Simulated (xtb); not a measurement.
Nb(OtBu)5 (C20H45NbO5), SMILES C(C)([O][Nb]([O]C(C)(C)C)([O]C(C)(C)C)([O]C(C)(C)C)[O]C(C)(C)C)(C)C, multiplicity 1. All values are semi-empirical tight-binding results from xtb (GFN2-xTB unless named), good for trends rather than for accurate numbers. The structure is a stationary point at GFN2-xTB. The spin state was assumed, not searched. One conformer was computed; it need not be the lowest.

For metal compounds this method's bond lengths and energies can be far off.

Computed properties:
orbital gap: 4.20 eV
zero-point energy: 385.1 kcal/mol
G − E(el) at 298.15 K (modified RRHO): 342.7 kcal/mol
